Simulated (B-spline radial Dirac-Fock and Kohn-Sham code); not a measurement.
**Relativistic shifts of the levels of Hf⁴³⁺**

System: Hf⁴³⁺ in the configuration [Ar] 3d10 4s1.

Both columns are ΔSCF binding energies of the configuration average from a B-spline atomic structure program: non-relativistic Hartree-Fock with a point nucleus, and Dirac-Fock with a finite nucleus and the Coulomb interaction alone, averaged over the two j levels with weights 2j+1.

```tsv
shell	Hartree-Fock (eV)	Dirac-Fock (eV)	shift (eV)	shift (%)
1s	62767.5	67812.7	+5045.13	+8.04
2s	12071.8	13423.0	+1351.21	+11.19
2p	11632.6	12094.8	+462.12	+3.97
3p	4050.1	4194.2	+144.13	+3.56
3d	3693.3	3694.6	+1.34	+0.04
4s	2095.3	2222.0	+126.63	+6.04
```

Relativity binds 1s, 2s, 2p, 3p, 3d, 4s more strongly, among those listed most of all 2s in relative terms.

Values without a named source are computed, but for edge energies of neutral atoms, which are taken from tables.
